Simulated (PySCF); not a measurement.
# Ga²⁺: ionisation energy

Ga²⁺ [Ar] 3d10 4s1 (2S) → Ga³⁺ [Ar] 3d10 (1S), as a difference of total energies. All numbers are calculated (PySCF 2.14, scalar relativity through the core potential, in aug-cc-pwCVDZ-PP with ECP10MDF (6s5p4d1f, 48 functions)). Correlated levels: valence and next inner shell: nothing frozen outside the core potential. The calculations carry no spin-orbit coupling.

```
                                method  ionisation energy (eV)  error (eV)
                                   UHF                  29.663      -1.063
    MP2 (valence and next inner shell)                  30.585      -0.141
SCS-MP2 (valence and next inner shell)                  30.419      -0.307
   CCSD (valence and next inner shell)                  30.515      -0.211
CCSD(T) (valence and next inner shell)                  30.546      -0.180
```

Reference: 30.726 eV (measured; NIST Atomic Spectra Database, ionization energies).

Errors of the correlated levels include the incompleteness of this basis.
